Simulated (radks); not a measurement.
Results of a calculation; reference values are marked as such.
Coulomb parameter of the 5d shell of the tungsten ion W+ in the model configuration [Xe] 4f14 5d3 6s1 6p1, as a second difference U = [E(n + 0.5) + E(n - 0.5) - 2 E(n)] / (0.5)^2 with all orbitals relaxed. "Bare": the charge of the atom changes with n. "Screened": the 6p shell takes up the change at fixed total charge, which measures U(5d,5d) + U(6p,6p) - 2 U(5d,6p). Code: a radial shooting solver on a logarithmic mesh with Libxc functionals. Model: Dirac Kohn-Sham, BLYP, spin-unpolarised, spherical densities, point nucleus; open shells are shared between the two j in proportion to 2j + 1.

case                       configuration  E - E(n) (eV)
start              [Xe] 4f14 5d3 6s1 6p1          0.000
bare +0.5        [Xe] 4f14 5d3.5 6s1 6p1         -6.115
bare -0.5        [Xe] 4f14 5d2.5 6s1 6p1          8.563
screened +0.5  [Xe] 4f14 5d3.5 6s1 6p0.5         -3.040
screened -0.5  [Xe] 4f14 5d2.5 6s1 6p1.5          3.513

U(bare) = 9.792 eV, U(screened by 6p) = 1.894 eV, against the Slater integral F0(5d,5d) = 13.030 eV with frozen orbitals.
